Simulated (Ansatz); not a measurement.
CdMeF (CH₃CdF). Charge 0, multiplicity 3. Geometry PBE0-D4/def2-TZVP, that of the neutral singlet; atoms count from 1.

Cartesian coordinates in Å:
```
Cd 0.827 0.314 0.876
C -0.554 -0.210 -0.587
H -0.816 0.669 -1.177
H -1.453 -0.608 -0.117
H -0.124 -0.968 -1.241
F 2.121 0.803 2.246
```

In the def2 sets Cd takes a core potential; there is no spin–orbit coupling. At PBE0-D4/def2-TZVP a singlet of charge 0 lies 5.46 eV below the triplet at the same geometry.

**Question.** Estimate the Mulliken populations from the PBE0/def2-TZVP orbitals of Ansatz.

**Answer.** 
```json
{"atom": "Cd1", "charge (e)": "0.26", "spin (α − β)": "1.06", "d electrons": "9.98"}
{"atom": "C2", "charge (e)": "-0.24", "spin (α − β)": "0.70", "d electrons": "–"}
{"atom": "H3", "charge (e)": "0.16", "spin (α − β)": "0.02", "d electrons": "–"}
{"atom": "H4", "charge (e)": "0.16", "spin (α − β)": "0.02", "d electrons": "–"}
{"atom": "H5", "charge (e)": "0.16", "spin (α − β)": "0.02", "d electrons": "–"}
{"atom": "F6", "charge (e)": "-0.50", "spin (α − β)": "0.19", "d electrons": "–"}
```
Mulliken values depend strongly on the basis.

**Question.** Where does the spin sit?

**Answer.** Summed by element: Cd 1.06, C 0.70, H 0.05, F 0.19, of 2 unpaired in all. Largest on single atoms: Cd1 1.06, C2 0.70, F6 0.19.

**Question.** And the Mayer bond orders between heavy atoms (over 0.3)?

**Answer.** Cd1–F6 0.68 (1.95 Å).
